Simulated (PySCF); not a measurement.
# Computed beside measured shifts

System: triphenylphosphine sulfide (C18H15PS), SMILES S=P(c1ccccc1)(c1ccccc1)c1ccccc1.

Atom-mapped SMILES (hydrogens are numbered by the atom that bears them): [S:1]=[P:2]([c:3]1[cH:4][cH:5][cH:6][cH:7][cH:8]1)([c:9]1[cH:10][cH:11][cH:12][cH:13][cH:14]1)[c:15]1[cH:16][cH:17][cH:18][cH:19][cH:20]1

Method: GIAO PBE0/pcSseg-1, IEF-PCM chloroform, PySCF SCF with an in-house response code, fitting set def2-universal-JFIT up to Ne and JKFIT beyond, grid level 2, non-relativistic, geometry: PBE0-D3(BJ)/def2-SVP.

One optimised conformer. Values are averaged over the atoms that symmetry or fast rotation interchanges, on this one geometry and without vibrational averaging. Shifts are the reference shielding less the shielding here, at the same level (13C, 1H against isolated TMS; 33S against isolated CS2); nuclei without a reference have shieldings only.

(1) What shifts does this level give for C3/9/15, C4/8/10/14/16/20, C5/7/11/13/17/19, C6/12/18, and how do they compare with measurement?

Answers

(1) 
```
            atom  nucleus  computed / ppm  measured / ppm  computed less measured  measured against  medium of the measurement
         C3/9/15      13C           140.0           133.1                     6.9               TMS                   solution
C4/8/10/14/16/20      13C           139.3           132.3                     7.0               TMS                   solution
C5/7/11/13/17/19      13C           134.9           128.5                     6.4               TMS                   solution
        C6/12/18      13C           138.8           131.5                     7.3               TMS                   solution
```

Measured values: E. Pretsch, P. Bühlmann, M. Badertscher, Structure Determination of Organic Compounds, 4th ed., Springer 2009.
